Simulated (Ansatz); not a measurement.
Frontier orbitals of `O[Si]N([SiH3])[SiH3]`.

The species carries charge 0 and has multiplicity 1. All single points use the PBE0-D4/def2-TZVP geometry. It is one conformer, not always the lowest. Basis def2-TZVPP, Ansatz 0.2.0.

| functional | HOMO (eV) | LUMO (eV) | gap (eV) |
| --- | --- | --- | --- |
| PBE | -5.94 | -2.06 | 3.88 |
| revPBE | -5.89 | -2.00 | 3.89 |
| r2SCAN | -6.12 | -1.96 | 4.16 |
| PBE0 | -6.99 | -1.23 | 5.76 |
| B3LYP | -6.80 | -1.41 | 5.39 |
| r2SCANh | -6.51 | -1.64 | 4.87 |
| CAM-B3LYP | -8.27 | -0.13 | 8.14 |
| ωB97X-V | -9.24 | 0.84 | 10.08 |
| ωB97M-V | -9.12 | 0.71 | 9.83 |
| HF | -9.37 | 1.86 | 11.23 |

From PBE to PBE0 the HOMO moves by −1.05 eV and the LUMO by +0.83 eV, and with ωB97M-V by −3.18 and +2.78 eV, so the gap grows from 3.88 to 9.83 eV with exact exchange. A positive LUMO is unbound and depends on the basis.

B3LYP here is the variant with VWN-RPA as its local correlation; programs differ in this.
